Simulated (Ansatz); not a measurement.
CH5IN2Si (`I[SiH]1NCN1`), relaxed with RKS PBE0-D4/def2-TZVP in Ansatz 0.2.0 from a PBE-D4/def2-SVP geometry. The force threshold is 0.005 eV/Å; the program also tests the step.

Total charge 0; spin multiplicity 1. I: def2 effective core potential.

Start:

```xyz
10

I     2.308   -1.872   -1.024
Si    1.153    0.166   -0.141
N    -0.340    0.636   -0.914
C    -1.118    0.120    0.230
N     0.013   -0.053    1.160
H     2.260    1.161    0.004
H    -0.692    0.512   -1.863
H    -1.861    0.867    0.604
H    -1.666   -0.830    0.006
H    -0.055   -0.707    1.938
```

```json
{"step": "1", "energy (eV)": "-20073.2050", "largest force (eV/Å)": "0.800", "largest move (Å)": "0.000"}
{"step": "2", "energy (eV)": "-20073.2598", "largest force (eV/Å)": "0.561", "largest move (Å)": "0.062"}
{"step": "3", "energy (eV)": "-20073.2706", "largest force (eV/Å)": "0.179", "largest move (Å)": "0.023"}
{"step": "4", "energy (eV)": "-20073.2713", "largest force (eV/Å)": "0.025", "largest move (Å)": "0.011"}
{"step": "5", "energy (eV)": "-20073.2714", "largest force (eV/Å)": "0.019", "largest move (Å)": "0.007"}
{"step": "6", "energy (eV)": "-20073.2714", "largest force (eV/Å)": "0.008", "largest move (Å)": "0.002"}
{"step": "7", "energy (eV)": "-20073.2715", "largest force (eV/Å)": "0.003", "largest move (Å)": "0.010"}
```

End:

```xyz
10

I     2.255   -1.849   -0.995
Si    1.128    0.170   -0.136
N    -0.331    0.633   -0.907
C    -1.111    0.121    0.229
N     0.019   -0.044    1.153
H     2.226    1.148    0.000
H    -0.676    0.505   -1.841
H    -1.840    0.854    0.594
H    -1.628   -0.823    0.006
H    -0.042   -0.715    1.897
```

Hardware: 4 threads of an Arm Neoverse V2 on a shared host. Wall time 36 s, peak host memory 0.61 GiB.
